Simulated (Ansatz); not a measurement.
C4H11As, triplet, at the geometry of the source list (a higher spin typed on purpose: for a closed-shell molecule this is an excited state). Base run: PBE0/6-31G (Ansatz, an electronic-structure program).

Here is a job for Ansatz.
Ansatz 0.2 input:
```yaml
crystal:
  periodic: [false, false, false]
  atoms:
    - {symbol: C, position_ang: [-0.08740000, 1.16880000, 0.76160000]}
    - {symbol: C, position_ang: [0.00820000, -0.09490000, -0.08360000]}
    - {symbol: C, position_ang: [-0.10500000, -1.32450000, 0.81330000]}
    - {symbol: C, position_ang: [-1.10940000, -0.10710000, -1.12230000]}
    - {symbol: As, position_ang: [1.77300000, -0.19690000, -1.06620000]}
    - {symbol: H, position_ang: [-1.03760000, 1.20090000, 1.29690000]}
    - {symbol: H, position_ang: [-0.02260000, 2.05890000, 0.13380000]}
    - {symbol: H, position_ang: [0.71770000, 1.20280000, 1.49660000]}
    - {symbol: H, position_ang: [-0.02570000, -2.24060000, 0.22260000]}
    - {symbol: H, position_ang: [-1.05540000, -1.33510000, 1.34390000]}
    - {symbol: H, position_ang: [0.69840000, -1.32720000, 1.55240000]}
    - {symbol: H, position_ang: [-1.06060000, -1.01630000, -1.72710000]}
    - {symbol: H, position_ang: [-1.01950000, 0.75420000, -1.78950000]}
    - {symbol: H, position_ang: [-2.08880000, -0.06700000, -0.64170000]}
    - {symbol: H, position_ang: [1.81890000, 1.27520000, -1.36110000]}
    - {symbol: H, position_ang: [2.59580000, 0.04890000, 0.17040000]}
basis:
  gaussian:
    orbitals: 6-31G
hamiltonian:
  xc: pbe0
magnetization: {spin_polarized: true, initial_magnetization: 2}
```

The base run was repeated with changes; each row names its change, and settings that it needs were set with it.

```json
[
 {"change": "base", "basis functions": "87", "E (Eh)": "-2393.84707"},
 {"change": "basis = cc-pVDZ-DK; relativity = spin-free X2C", "basis functions": "138", "E (Eh)": "-2419.12266"},
 {"change": "basis = ANO-RCC-VDZP; relativity = none", "basis functions": "138", "E (Eh)": "-2378.61387"},
 {"change": "basis = x2c-SVPall; relativity = none", "basis functions": "143", "E (Eh)": "-2383.69535"},
 {"change": "basis = cc-pVDZ-DK; relativity = none", "basis functions": "138", "E (Eh)": "-2380.13712"},
 {"change": "basis = cc-pVDZ-DK; relativity = spin-free X2C; nucleus = Gaussian", "basis functions": "138", "E (Eh)": "-2419.10917"},
 {"change": "basis = ANO-RCC-VDZP; relativity = spin-free X2C", "basis functions": "138", "E (Eh)": "-2419.27828"},
 {"change": "basis = ANO-RCC-VDZP; relativity = spin-free X2C; nucleus = Gaussian", "basis functions": "138", "E (Eh)": "-2419.26267"},
 {"change": "basis = x2c-SVPall; relativity = spin-free X2C; nucleus = Gaussian", "basis functions": "143", "E (Eh)": "-2418.69492"},
 {"change": "basis = x2c-SVPall; relativity = spin-free X2C", "basis functions": "143", "E (Eh)": "-2418.70689"}
]
```

Absolute energies of different levels of theory aren't comparable as measures of quality.

Ansatz warned in this series: the basis is contracted for relativity, which the run leaves out.

Basis sets contracted for a relativistic Hamiltonian are a mismatch without it, so the rows without relativity aren't non-relativistic limits. No row has spin-orbit coupling; sets with core potentials leave out the core electrons.
